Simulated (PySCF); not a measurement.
isobutene (C₄H₈), singlet, geometry from GFN2-xTB; PySCF with MP2/6-31G**.

Input for PySCF:
```python
from pyscf import gto, scf, mp

mol = gto.Mole()
mol.atom = '''
    C    -0.00358310   -0.00726810    1.44953113
    C    -0.00031404   -0.00063701    0.12704302
    H    -0.00279626    0.90390212    2.02374365
    H    -0.00718605   -0.92415062    2.01456675
    C     0.00471228    1.26727735   -0.67219236
    H     0.00522655    2.14004904   -0.02485143
    H     0.88583506    1.30548006   -1.31233657
    H    -0.87305594    1.30972549   -1.31666310
    C    -0.00135772   -1.26047284   -0.68488177
    H    -0.00505058   -2.13969210   -0.04633590
    H    -0.87930414   -1.29223249   -1.32972503
    H     0.87958687   -1.29647792   -1.32539850
'''
mol.basis = '6-31g**'
mol.verbose = 4
mol.build()

mf = scf.RHF(mol)
mf.kernel()

pt = mp.MP2(mf)
pt.kernel()
print('E(MP2) = %.10f' % pt.e_tot)
```

**Question.** What does PySCF print? Leave out banner, timings and long lists.

**Answer.** 
```
PySCF version 2.14.0

[INPUT] verbose = 4
[INPUT] num. atoms = 12
[INPUT] num. electrons = 32
[INPUT] charge = 0
[INPUT] spin (= nelec alpha-beta = 2S) = 0
[INPUT] symmetry False subgroup None
[INPUT] Mole.unit = angstrom
[INPUT] Symbol           X                Y                Z      unit          X                Y                Z       unit  Magmom
[INPUT]  1 C     -0.003583100000  -0.007268100000   1.449531130000 AA   -0.006771077677  -0.013734718446   2.739216844731 Bohr   0.0
[INPUT]  2 C     -0.000314040000  -0.000637010000   0.127043020000 AA   -0.000593449592  -0.001203774439   0.240076513838 Bohr   0.0
[INPUT]  3 H     -0.002796260000   0.903902120000   2.023743650000 AA   -0.005284165573   1.708127450214   3.824321244828 Bohr   0.0
[INPUT]  4 H     -0.007186050000  -0.924150620000   2.014566750000 AA   -0.013579666417  -1.746391569647   3.806979417155 Bohr   0.0
[INPUT]  5 C      0.004712280000   1.267277350000  -0.672192360000 AA    0.008904918622   2.394807115365  -1.270259463425 Bohr   0.0
[INPUT]  6 H      0.005226550000   2.140049040000  -0.024851430000 AA    0.009876748076   4.044106578738  -0.046962396504 Bohr   0.0
[INPUT]  7 H      0.885835060000   1.305480060000  -1.312336570000 AA    1.673985654938   2.466999774481  -2.479956700551 Bohr   0.0
[INPUT]  8 H     -0.873055940000   1.309725490000  -1.316663100000 AA   -1.649836618025   2.475022474462  -2.488132657321 Bohr   0.0
[INPUT]  9 C     -0.001357720000  -1.260472840000  -0.684881770000 AA   -0.002565718954  -2.381948455053  -1.294238973007 Bohr   0.0
[INPUT] 10 H     -0.005050580000  -2.139692100000  -0.046335900000 AA   -0.009544212970  -4.043432059895  -0.087562160735 Bohr   0.0
[INPUT] 11 H     -0.879304140000  -1.292232490000  -1.329725030000 AA   -1.661644004796  -2.441965495365  -2.512816127679 Bohr   0.0
[INPUT] 12 H      0.879586870000  -1.296477920000  -1.325398500000 AA    1.662178287063  -2.449988195346  -2.504640170909 Bohr   0.0

nuclear repulsion = 120.428265436835
number of shells = 48
number of NR pGTOs = 164
number of NR cGTOs = 96
basis = 6-31g**
ecp = {}

******** <class 'pyscf.scf.hf.RHF'> ********
method = RHF
initial guess = minao
damping factor = 0
level_shift factor = 0
DIIS = <class 'pyscf.scf.diis.CDIIS'>
diis_start_cycle = 1
diis_space = 8
diis_damp = 0
SCF conv_tol = 1e-09
SCF conv_tol_grad = None
SCF max_cycles = 50
direct_scf = True
direct_scf_tol = 1e-13
Set gradient conv threshold to 3.16228e-05
Initial guess from minao.
init E= -156.742651039186
  HOMO = -0.249836817535781  LUMO = 0.0723061929433726  gap/eV = 8.76596
cycle= 1 E= -156.082403098902  delta_E= 0.66  |g|= 0.331  |ddm|= 2.77
  HOMO = -0.345228634817585  LUMO = 0.181993360747155  gap/eV = 14.34644
cycle= 2 E= -156.119972133945  delta_E= -0.0376  |g|= 0.0972  |ddm|= 0.38
  HOMO = -0.343954108484496  LUMO = 0.193810244579852  gap/eV = 14.63331
cycle= 3 E= -156.122760472475  delta_E= -0.00279  |g|= 0.0474  |ddm|= 0.143
  HOMO = -0.343961756774132  LUMO = 0.192846561319456  gap/eV = 14.60730
cycle= 4 E= -156.123379292213  delta_E= -0.000619  |g|= 0.00503  |ddm|= 0.0492
  HOMO = -0.343639603080821  LUMO = 0.193182387191841  gap/eV = 14.60767
cycle= 5 E= -156.123388541414  delta_E= -9.25e-06  |g|= 0.00128  |ddm|= 0.00925
  HOMO = -0.343789399780117  LUMO = 0.193094148868935  gap/eV = 14.60935
cycle= 6 E= -156.123389310686  delta_E= -7.69e-07  |g|= 0.000449  |ddm|= 0.00251
  HOMO = -0.343713473469379  LUMO = 0.193162757957736  gap/eV = 14.60915
cycle= 7 E= -156.123389417994  delta_E= -1.07e-07  |g|= 0.000142  |ddm|= 0.000965
  HOMO = -0.343724209765409  LUMO = 0.19315094369687  gap/eV = 14.60912
cycle= 8 E= -156.12338943274  delta_E= -1.47e-08  |g|= 4.33e-05  |ddm|= 0.000393
  HOMO = -0.343714739881292  LUMO = 0.193158568901686  gap/eV = 14.60907
cycle= 9 E= -156.123389433977  delta_E= -1.24e-09  |g|= 1.44e-05  |ddm|= 0.000101
  HOMO = -0.343718218378329  LUMO = 0.193155797480779  gap/eV = 14.60909
cycle= 10 E= -156.123389434115  delta_E= -1.39e-10  |g|= 2.22e-06  |ddm|= 3.77e-05
  HOMO = -0.34371787235998  LUMO = 0.193156100903791  gap/eV = 14.60908
Extra cycle  E= -156.123389434117  delta_E= -1.71e-12  |g|= 8.36e-07  |ddm|= 3.72e-06
converged SCF energy = -156.123389434117

******** <class 'pyscf.mp.mp2.RMP2'> ********
nocc = 16, nmo = 96
E(RMP2) = -156.697078542159  E_corr = -0.573689108041592
E(SCS-RMP2) = -156.699997053557  E_corr = -0.576607619440265
E_corr(same-spin) = -0.12902228101113
E_corr(oppo-spin) = -0.444666827030462
E(MP2) = -156.6970785422
```
